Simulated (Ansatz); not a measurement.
Gas-phase electronic energies from Ansatz, PBE0-D4/def2-TZVP geometries. CCSD(T)/CBS adds triple-zeta CCSD(T) − MP2 to the extrapolated MP2 energy (def2 sets, frozen cores). This one scheme is used for every species. DFT in def2-TZVPP. HSE06 is defined as in plane-wave codes. For Mg outer-core shells are correlated without core-valence functions, which leaves a few kJ/mol of doubt a bond. Each species was taken in one conformer, which may not be the lowest.

Consider the ligand exchange at a Mg–S bond: `C[S][Mg][Cl]` + `[SiH3]N[SiH3]` → `[SiH3][N]([SiH3])[Mg][Cl]` + CH₃SH.

```csv
level,ΔE (kcal/mol)
revPBE,6.4
HSE06,6.5
```

Question: What does CCSD(T)/CBS give? (Best estimate.)

Answer: Ansatz gave: +3.4 kcal/mol. The listed levels differ from it by 3.0, 3.1 kcal/mol.

Largest T1 diagnostic among the species: 0.010.

Leaving LDA and LC-ωPBE aside and taking each functional with its dispersion term where it has one, the values, not all of them listed here, spread over 1.1 kcal/mol, from r2SCAN-D4 to HSE06-D4. LDA lies −0.7 kcal/mol from PBE without D4. In def2-TZVPP, CCSD(T) changes the Hartree–Fock value by −3.7 kcal/mol (the triples alone add −0.4 kcal/mol) and MP2 by −3.5 kcal/mol. The D4 term adds −1.2 kcal/mol with B3LYP and −0.7 kcal/mol with PBE0; it sums over pairs of atoms, weighted by their polarisabilities, and B3LYP, whose exchange is more repulsive, gets the larger term.

B3LYP here is the variant with VWN-RPA as its local correlation; programs differ in this.
